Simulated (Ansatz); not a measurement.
A run for Ansatz (a quantum-chemistry and plane-wave program): U-r2SCAN/def2-TZVPP on ClFHIn (SMILES [F][InH][Cl]), a point of a bond scan (R = 1.524 Å). Elements past Kr take the def2 small-core potentials; no spin–orbit coupling.

Ansatz 0.2 input:
```yaml
crystal:
  periodic: [false, false, false]
  atoms:
    - {symbol: In, position_ang: [-0.09474537, -0.41822875, 0.20223357]}
    - {symbol: H, position_ang: [-0.92859060, -1.67374715, 0.42923967]}
    - {symbol: F, position_ang: [1.57814816, -0.11257062, 1.16386102]}
    - {symbol: Cl, position_ang: [-0.50232767, 1.37174079, -1.22580333]}
basis:
  gaussian:
    orbitals: def2-TZVPP
hamiltonian:
  xc: {name: r2SCAN}
magnetization: {spin_polarized: true, initial_magnetization: 0}
```

It printed:

```
WARN ansatz: RAYON_NUM_THREADS=1 ignored (pool sized by the plan → 1); use --threads N
Functional definition: r2SCAN
integrals: 0.06 GiB planned
897 factors; their error is unknown
mean field: 0.52 GiB planned
mean field evaluation 1: about -20429.2933 eV, gradient 3.4e1 eV
mean field evaluation 2: about -20377.3401 eV, gradient 1.2e2 eV
mean field evaluation 4: about -20432.8726 eV, gradient 8.3e0 eV
mean field evaluation 8: about -20433.1484 eV, gradient 1.8e-1 eV
mean field evaluation 16: about -20433.1352 eV, gradient 4.8e-5 eV
mean field -20433.13523570 eV, -750.9038698353 hartree, gradient 4.8e-5 eV, S^2 0.000000; 0 other end points of the search recorded, 0 dependent functions left out
reference -20433.13525551 eV, -750.9038705633 hartree; 24, 24 occupied and 113, 113 virtual orbitals, 897 factors
Total energy: -20433.13525551 eV, -750.9038705633 hartree
```

The calculation finished and met its thresholds.

Cost: roughly 5 core-seconds.
